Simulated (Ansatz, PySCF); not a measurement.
Stretching the B1–H2 bond in BF2H (SMILES FBF) (multiplicity 1 held, fragments rigid). Energies count from the point at 1.187 Å.
Geometry at that point (charge 0, multiplicity 1):
```xyz
4

B     -0.235    -0.385     0.082
H     -0.844    -1.382     0.294
F      0.899    -0.139     0.705
F     -0.675     0.506    -0.783
```

Restricted levels (R-, RO-) in cc, def2 and unpolarised 6-31G sets keep to the state of the molecule at rest. U- levels take the lowest unrestricted solution at each point, which mixes spins at long bonds. Curves can end on different states.

Rows in 3-21G, 6-31G* carry no dispersion term and start afresh at each structure (6-31G* with six Cartesian d functions). MP2/6-31G* freezes PySCF's default core.

The values were computed with Ansatz (an electronic-structure program); PySCF for 3-21G rows, 6-31G* rows. Values without a source in brackets are computed.

### Question
One of these levels gives 108.09 kcal/mol for the energy at R = 3.798 Å. Which?
A. R-MP2/6-31G*
B. R-HF/3-21G
C. U-PBE/cc-pVTZ
D. R-wB97X-V/cc-pVTZ

### Answer
C, U-PBE/cc-pVTZ. The others give 203.96 (R-HF/3-21G), 169.86 (R-wB97X-V/cc-pVTZ), 143.89 (R-MP2/6-31G*)

Doubts at one or more of the structures used: a restricted determinant that unrestricted orbitals would lower (R-HF/3-21G, R-wB97X-V/cc-pVTZ, R-MP2/6-31G*); a spin-contaminated determinant (U-PBE/cc-pVTZ).
